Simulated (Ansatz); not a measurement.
The pair A = C2H2 (SMILES C#C) (first 4 atoms), B = C2H6O (SMILES COC); geometry from B3LYP-D3(BJ)/def2-TZVP.
(charge 0, multiplicity 1):
```xyz
13

C      0.53635     0.04169    -0.21938
C      0.05304     0.00578     0.87661
H      0.96403     0.07327    -1.19150
H     -0.37419    -0.02477     1.85747
C     -0.47450     1.37140     4.35977
O     -0.75177     0.04872     3.94408
C      0.10617    -0.90125     4.54460
H      0.54920     1.66522     4.09663
H     -0.60415     1.48006     5.44331
H     -1.17693     2.02692     3.84800
H      1.15548    -0.70743     4.28981
H     -0.17820    -1.88133     4.16563
H      0.00192    -0.89290     5.63627
```

Frozen-core correlation. MP2 and its Hartree–Fock in aug-cc-pVTZ are density fitted.

Codes used: Ansatz (a quantum-chemistry and plane-wave program) with Gaussian orbitals. Each number belongs to the level named beside it.

Total energies (hartree), monomers frozen at their geometry in the pair:

```csv
structure,HF/aug-cc-pVTZ,PBE/def2-TZVPPD,MP2/aug-cc-pVTZ
AB,-230.9816081,-232.1481136,-231.9075929
A in the pair's basis,-76.8505121,-77.2523759,-77.1641003
B in the pair's basis,-154.1286154,-154.8916761,-154.7381039
A,-76.8503787,-77.2522963,-77.1635606
B,-154.1285228,-154.8916175,-154.7375337
```

Problem. Work out the interaction energy without and with the counterpoise correction, and the superposition error, for each level.

Solution. 
E(AB) − E(A) − E(B), times 627.509 kcal/mol, with the monomers in their own basis and then in the pair's basis:
- HF/aug-cc-pVTZ: -1.70 uncorrected, -1.56 corrected; the monomers gain 0.14 kcal/mol from borrowed functions
- PBE/def2-TZVPPD: -2.64 uncorrected, -2.55 corrected; the monomers gain 0.09 kcal/mol from borrowed functions
- MP2/aug-cc-pVTZ: -4.08 uncorrected, -3.38 corrected; the monomers gain 0.70 kcal/mol from borrowed functions
